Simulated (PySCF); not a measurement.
Al(Vi)(OH)(NH2), SMILES C=[CH][Al]([NH2])[OH] (C2H6AlNO) at its B3LYP/def2-SVP optimised geometry (Å):

```
11

Al    -0.1298     0.7224     0.0000
C     -1.1469    -0.9345     0.0026
C     -0.6081    -2.1646     0.0593
H     -2.2453    -0.8889    -0.0414
H     -1.2149    -3.0801     0.0611
H      0.4761    -2.3312     0.1085
O     -1.0239     2.1782     0.0000
H     -0.6957     3.0801    -0.0083
N      1.6479     0.7224     0.0000
H      2.2453     1.5433     0.0140
H      2.2258    -0.1125    -0.0167
```

Calculation: B3LYP/def2-TZVP run with PySCF 2.14.0.

Map of the log10 of the electron density (e/bohr³), floored at −4 on the plane z = 0.8 Å:

```
|                               |
|                               |
|                               |
|            ...                |
|          .:---:               |
|         .-==+=-:              |
|        .-=+***+-.             |
|       .-=*#%%#+=:.....        |
|       .-+#%@@%*+------:.      |
|       :=+#@@@%#+==+++=-:      |
|       .-+#%@@%#****##*+-.     |
|       .-=*#%%%#*##%%%#+-.     |
|        :-+*#####%%@@%#+-:     |
|       .:-=+*####%@@@%#+-:     |
|       :-=+*#####%@@@%#+-.     |
|      :-=+*#%%%####%%%#+-.     |
|     .-=+*#%%%%#****##*=-.     |
|     .-+*#%%@@%#+==+++=-:      |
|     .-+*#%@@@%#+=-----:.      |
|     .-=+*#%@@%#*+=-::.        |
|      :-=+#%@@@%#*+-:          |
|       :-=*#@@@@%#*=:          |
|       .:=*#%@@%%#+=:          |
|        :=*#%%###*+-.          |
|        :=+###*++=-:           |
|        .-=+*++=-::            |
|         :-===-:..             |
|          .:::.                |
|                               |
|                               |
|                               |
```
Scale: ten equal steps from -4.00 (start of ' ') to -0.978 (end of '@'), in the order ' .:-=+*#%@'; x runs from -5.50 to 5.50, y from -5.50 (bottom) to 5.50 (top).
